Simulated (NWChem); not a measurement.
System: C₂H₃F₂NSi; SMILES C#C[Si](N)(F)F

Here is an NWChem input.

```
start job
memory heap 200 mb stack 900 mb global 1100 mb
geometry units angstroms noautosym nocenter noautoz
  C     -0.002984     2.680499    -0.040401
  C      0.009767     1.464951    -0.034688
  Si     0.020047    -0.350976    -0.021352
  N     -1.506158    -0.930723     0.405350
  F      0.443966    -0.942531    -1.458665
  F      1.211972    -0.840216     0.951464
  H     -0.010615     3.756710    -0.047934
  H     -2.153088    -0.369561     0.944037
  H     -1.763376    -1.909084     0.366216
end
basis spherical
  * library def2-svp
end
dft
  xc xpbe96 cpbe96
  iterations 150
end
cosmo
  do_cosmo_smd true
  solvent propnol2
end
task dft energy
```

Coordinates come from a PBE0/def2-SVP optimisation. Solvent: 2-propanol.

Level: PBE/def2-SVP with SMD (1 M gas to 1 M solution), gas-phase geometry. Reactions with the solvent are ignored.

Problem. What results follow from this input? (PBE/def2-SVP, SMD on the gas-phase geometry.) Quantities: solvation free energy (kcal/mol); cavity-dispersion-structure term (kcal/mol); dipole in solution (D).

Solution. 
```
Property                                     Value
-------------------------------------------  -----
solvation free energy (kcal/mol)              -4.7
cavity-dispersion-structure term (kcal/mol)    3.1
dipole in solution (D)                        3.56
```
